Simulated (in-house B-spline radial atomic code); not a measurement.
The indium ion In⁴⁺: [Kr] 4d9

Computed with a B-spline radial code for spherical atoms: Dirac-Kohn-Sham relativistic LDA, spherical fractional occupations, Fermi nucleus of rms radius 4.6156 fm.

Z_r = [3n² - l(l+1)]/(2<r>); Z_e = n√(-2ε); the last column is Slater's effective charge. Values are occupation-weighted means over j. An effective charge above Z reflects the relativistic contraction of the inner shells.

```json
{"shell": "1s", "electrons": "2", "ε (eV)": "-27626", "<r> (bohr)": "0.02982", "Z_r": "50.30", "Z_e": "45.06", "Slater": "48.70"}
{"shell": "2s", "electrons": "2", "ε (eV)": "-4183.2", "<r> (bohr)": "0.1285", "Z_r": "46.69", "Z_e": "35.07", "Slater": "44.85"}
{"shell": "2p", "electrons": "6", "ε (eV)": "-3770.9", "<r> (bohr)": "0.1122", "Z_r": "44.57", "Z_e": "33.30", "Slater": "44.85"}
{"shell": "3s", "electrons": "2", "ε (eV)": "-833.53", "<r> (bohr)": "0.3495", "Z_r": "38.63", "Z_e": "23.48", "Slater": "37.75"}
{"shell": "3p", "electrons": "6", "ε (eV)": "-697.23", "<r> (bohr)": "0.3476", "Z_r": "35.96", "Z_e": "21.48", "Slater": "37.75"}
{"shell": "3d", "electrons": "10", "ε (eV)": "-481.75", "<r> (bohr)": "0.3247", "Z_r": "32.34", "Z_e": "17.85", "Slater": "27.85"}
{"shell": "4s", "electrons": "2", "ε (eV)": "-167.26", "<r> (bohr)": "0.8445", "Z_r": "28.42", "Z_e": "14.02", "Slater": "21.25"}
{"shell": "4p", "electrons": "6", "ε (eV)": "-126", "<r> (bohr)": "0.9125", "Z_r": "25.21", "Z_e": "12.17", "Slater": "21.25"}
{"shell": "4d", "electrons": "9", "ε (eV)": "-65.332", "<r> (bohr)": "1.11", "Z_r": "18.92", "Z_e": "8.77", "Slater": "10.20"}
```

The least bound orbital is 4d5/2 at -64.95 eV, and it is also the most diffuse (<r> = 1.115 bohr).

Spin-orbit splittings of the orbital energies (j = l + 1/2 above j = l - 1/2 when positive): 2p 209 eV, 3p 37.78 eV, 3d 7.781 eV, 4p 6.815 eV, 4d 0.9561 eV.

For the 1s electron the small component carries 3.21 % of the norm, the zero-frequency Breit interaction raises the level by 62.91 eV, self-energy by 35.49 eV, and vacuum polarisation lowers it by 4.596 eV.
